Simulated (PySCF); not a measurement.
## Two-component Hartree-Fock for I³⁺ (iodine, charge +3)

Start: [Kr] 4d10 5s2 5p2; 5p1/2 filled at m_j = -1/2, +1/2. Calculated with PySCF 2.14 in x2c-QZVPPall-2c: generalised Hartree-Fock with the X2C-1e Hamiltonian and a Gaussian nucleus; one run each with spin-orbit coupling (SO) switched off, then screened by Boettger's factors.

```csv
spinor shell,electrons,"ε, spin-free (eV)","ε, screened SO (eV)",weight of nominal j (screened SO),"rms radius, screened SO (bohr)"
1s1/2,2,-33367.3,-33363.7,1.000,0.0311
2s1/2,2,-5282.7,-5281.4,1.000,0.127
2p1/2,2,-4737.6,-4945.4,1.000,0.109
2p3/2,4,-4737.6,-4643.6,1.000,0.115
3s1/2,2,-1134.9,-1134.3,1.000,0.334
3p1/2,2,-953.90,-993.99,1.000,0.327
3p3/2,4,-953.90,-935.27,1.000,0.338
3d3/2,4,-683.67,-690.51,1.000,0.311
4s1/2,2,-243.26,-242.87,1.000,0.787
4p1/2,2,-183.85,-191.79,1.000,0.825
4p3/2,4,-183.85,-179.77,1.000,0.855
4d3/2,4,-94.651,-95.570,1.000,0.982
4d5/2,6,-94.651,-93.490,1.000,0.989
5s1/2,2,-51.191,-51.042,1.000,1.97
5p1/2,2,-39.790,-39.376,1.000,2.23
```

Q: Where does 3d5/2 lie, and what is the 3d spin-orbit splitting (screened SO)?

A: At -678.32 eV, 12.196 eV above 3d3/2.

| quantity | spin-free | screened SO |
| --- | --- | --- |
| E (hartree) | -7109.65011 | -7111.81932 |
| M_J | 0 | 0 |
| ⟨J²⟩ | 2.008 | 0.000 |
| ⟨L²⟩ | 2.005 | 1.353 |
| ⟨S²⟩ | 2.002 | 1.353 |

Breit and QED terms are absent; they matter most for the inner s and p1/2 levels.

Densities and radii are taken from the X2C orbitals without a picture-change correction, which distorts them close to the nucleus.

Without spin-orbit coupling the j labels of p, d and f shells carry no meaning; the spin-free column gives the mean over the occupied spinors of each nl shell.
